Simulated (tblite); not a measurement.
Compound: C3H4F3O (doublet state).
Atom-mapped SMILES: `[CH3:1][C@@H:2]([O:3])[C:4]([F:5])([F:6])[F:7]` (hydrogens: H8, H9, H10 on C1; H11 on C2)

The geometry is computed with GFN2-xTB (gas phase). This method treats the open shell by occupation alone, without spin polarisation.

Task: List the bond lengths, angles and torsions at this level.

Result: 
```json
{"bond": "C1–C2", "length (Å)": "1.538", "order": "single"}
{"bond": "C2–O3", "length (Å)": "1.301", "order": "single"}
{"bond": "C2–C4", "length (Å)": "1.577", "order": "single"}
{"bond": "C4–F5, C4–F7", "length (Å)": "1.330", "order": "single"}
{"bond": "C4–F6", "length (Å)": "1.343", "order": "single"}
{"bond": "C1–H8, C1–H9, C1–H10", "length (Å)": "1.087", "order": "single"}
{"bond": "C2–H11", "length (Å)": "1.124", "order": "single"}
```

Bonds in one row agree within 0.01 Å and their mean is given. Orders are formal, as drawn. A selection of angles:
```json
{"angle": "C2–C1–H8", "degrees": "111.0"}
{"angle": "C2–C1–H9", "degrees": "108.5"}
{"angle": "H8–C1–H9", "degrees": "109.7"}
{"angle": "H9–C1–H10", "degrees": "108.2"}
{"angle": "C1–C2–O3", "degrees": "117.6"}
{"angle": "C1–C2–C4", "degrees": "110.2"}
{"angle": "C1–C2–H11", "degrees": "106.4"}
{"angle": "O3–C2–C4", "degrees": "112.3"}
{"angle": "O3–C2–H11", "degrees": "107.5"}
{"angle": "C4–C2–H11", "degrees": "101.4"}
{"angle": "C2–C4–F5", "degrees": "112.4"}
{"angle": "F5–C4–F6", "degrees": "107.3"}
```

Dihedral angles: C1–C2–C4–F5 177° (antiperiplanar).

Of the pairs four or more bonds apart, F6···H8 is among the closest relative to their van der Waals radii: 2.56 Å, 96 % of the sum of Bondi's values. The 2 C–C bonds span 1.538 Å (C1–C2, drawn single) to 1.577 Å (C2–C4, drawn single), a spread of 0.039 Å.

Point group: C1 (no symmetry element, even within 0.4 Å). Its GFN2-xTB frequencies are all real (lowest 60 cm⁻¹).
